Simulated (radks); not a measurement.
Values are calculated unless marked as measured or tabulated.
Problem. Sb0.75+, configuration [Kr] 4d10 5s2 5p(up 2, down 0.25) (fractional occupations, a model configuration). Code: a radial shooting solver on a logarithmic mesh with Libxc functionals. Model: scalar-relativistic Kohn-Sham, LDA (Slater exchange, Perdew-Wang correlation), spin-polarised, spherical densities, finite nucleus; Fermi nuclear charge, rms radius 4.6802 fm. Some entries of the table are withheld. Estimate them.

orbital,occ.,eigenvalue (hartree),<r^2> (bohr^2)
1s up,1,-1112.586,0.001096
1s down,1,-1112.585,0.001096
2s up,1,-169.5343,0.01776
2s down,1,-169.5335,0.01776
2p up,3,-152.3213,0.01402
2p down,3,-152.3200,0.01402
3s up,1,-33.40275,0.1253
3s down,1,-33.40128,0.1253
3p up,3,-27.79004,0.1257
3p down,3,-27.78842,0.1257
3d up,5,-19.19658,0.1108
3d down,5,-19.19510,0.1108
4s up,1,-5.68671,0.7077
4s down,1,-5.68348,0.7073
4p up,3,-3.96411,0.8307
4p down,3,-3.96039,0.8294
4d up,5,(1),(2)
4d down,5,(3),(4)
5s up,1,-0.70914,5.329
5s down,1,-0.67139,5.311
5p up,2,(5),8.296
5p down,0.25,(6),8.566

Solution. 
(1) 4d up eigenvalue (hartree): -1.46445
(2) 4d up <r^2> (bohr^2): 1.261
(3) 4d down eigenvalue (hartree): -1.45709
(4) 4d down <r^2> (bohr^2): 1.249
(5) 5p up eigenvalue (hartree): -0.39506
(6) 5p down eigenvalue (hartree): -0.35619
